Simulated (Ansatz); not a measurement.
Mulliken charges of BrCdHO, SMILES `[OH][Cd][Br]` from r2SCAN/def2-TZVPP in Ansatz (PBE0-D4/def2-TZVP geometry).

```csv
atom,x (Å),y (Å),z (Å),charge (e)
O1,-0.979,0.760,-0.815,-0.607
Cd2,0.491,-0.114,0.150,0.774
Br3,2.381,-1.083,1.257,-0.371
H4,-1.836,0.377,-0.613,0.203
```

**Question.** By hand: the dipole of these point charges (1 e Å = 4.8032 D).

**Answer.** Σ q r = (-0.282, -0.071, 0.020) e Å, of length 0.291 e Å = 1.40 D.

**Question.** How does the dipole of the full density compare? (An estimate is asked.)

**Answer.** Ansatz gave: (-0.324, -0.094, 0.033) e Å, 1.63 D; the point charges give 0.86 times that, at 3° from its direction.

Point charges leave out the atoms' own dipoles, such as those of lone pairs, and Mulliken's split depends on the basis, so the close match here is no proof of good charges.
